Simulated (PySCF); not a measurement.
**P(2+) (phosphorus, charge +2) across methods**

[Ne] 3s2 3p1, 2P determinant. Computed with PySCF 2.14 in x2c-TZVPPall, with the spin-free X2C one-electron Hamiltonian (Gaussian nucleus).

| method | E (hartree) | mean ε 3s α (eV) | mean ε 3s β (eV) | mean ε 3p α (eV) | Σ⟨r²⟩ (bohr²) | ⟨S²⟩ |
| --- | --- | --- | --- | --- | --- | --- |
| PBE | -340.8169 | -34.345 | -33.205 | -24.946 | 13.91 | 0.754 |
| CAM-B3LYP | -340.9888 | -37.561 | -36.072 | -27.725 | 13.93 | 0.754 |
| UHF | -340.45861 | -40.153 | -37.162 | -29.962 | 14.08 | 0.764 |
| LDA | -339.6854 | -34.416 | -33.344 | -24.794 | 13.90 | 0.752 |
| r2SCAN | -340.9367 | -34.664 | -33.352 | -25.382 | 13.93 | 0.759 |
| wB97X | -340.9743 | -38.662 | -37.083 | -28.757 | 13.85 | 0.754 |
| PBE0 | -340.8435 | -36.007 | -34.492 | -26.356 | 13.91 | 0.755 |
| wB97M-V | -340.9658 | -38.350 | -37.078 | -28.170 | 13.98 | 0.752 |
| wB97X-V | -340.9260 | -38.595 | -37.081 | -28.701 | 13.96 | 0.754 |
